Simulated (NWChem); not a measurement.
A series in which one site is exchanged, each optimised at PBE0/def2-SVP with NWChem, gas phase unless a solvent is named. This build's default masses of Se (78.918 u) and Br (79.917 u) are each other's, which moves their modes by up to 0.6 %. Some are not confirmed as minima by frequencies. def2 effective core potentials on In; no spin-orbit coupling.

A: [SeH][AlH2] (AlH3Se; site = Al)
B: B[SeH] (BH₃Se; site = B)
C: [SeH][InH2] (InH3Se; site = In)
D: [SeH][GaH2] (GaH3Se; site = Ga)

Values for A:

| Property | Value |
|---|---|
| dipole (D), PBE0/def2-SVP | 0.88 |
| orbital gap (eV), PBE0/def2-SVP | 5.90 |
| static polarisability, PBE/def2-SVPD (bohr³) | 63.3 |
| lowest singlet excitation, PBE/def2-SVPD, TDA (eV) | 4.72 |

**Question.** How do these values change for the other members?

**Answer.** 
```tsv
change from A	B	C	D
dipole (D), PBE0/def2-SVP	-0.08	+0.54	+0.09
orbital gap (eV), PBE0/def2-SVP	+0.60	-0.60	-0.15
static polarisability, PBE/def2-SVPD (bohr³)	-17.0	+11.7	+1.4
lowest singlet excitation, PBE/def2-SVPD, TDA (eV)	+0.86	-0.61	-0.11
```
